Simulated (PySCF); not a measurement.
# Cu⁺ (copper, charge +1) across methods

[Ar] 3d9 4p1, one real determinant (an excited configuration). Computed with PySCF 2.14 in def2-QZVPPD, with no relativity, point nucleus.

```
   method  E (hartree)  mean ε 3d α (eV)  mean ε 3d β (eV)  mean ε 4p α (eV)  Σ⟨r²⟩ (bohr²)   ⟨S²⟩
      UHF  -1638.50119           -31.796           -30.160           -11.232          27.70  2.001
   r2SCAN    -1639.918           -21.464           -20.304            -9.434          26.67  2.001
   revPBE    -1639.831           -21.065           -19.974            -9.277          26.93  2.000
     PBE0    -1639.703           -23.995           -22.784            -9.902          26.91  2.000
     PW91    -1640.073           -21.253           -20.169            -9.348          26.82  2.000
CAM-B3LYP    -1640.036           -25.524           -24.380           -10.936          26.86  2.000
BHandHLYP    -1639.915           -26.827           -25.534           -10.359          27.00  2.001
      LDA    -1637.135           -21.505           -20.353            -9.328          26.70  2.000
```

Q: Estimate the same row for PBE.

A: E (hartree) = -1639.675; mean ε 3d α (eV) = -21.167; mean ε 3d β (eV) = -20.072; mean ε 4p α (eV) = -9.298; Σ⟨r²⟩ (bohr²) = 26.88; ⟨S²⟩ = 2.000.

⟨L²⟩ = 8.02 against 12 for a pure F term, so this real determinant mixes terms.
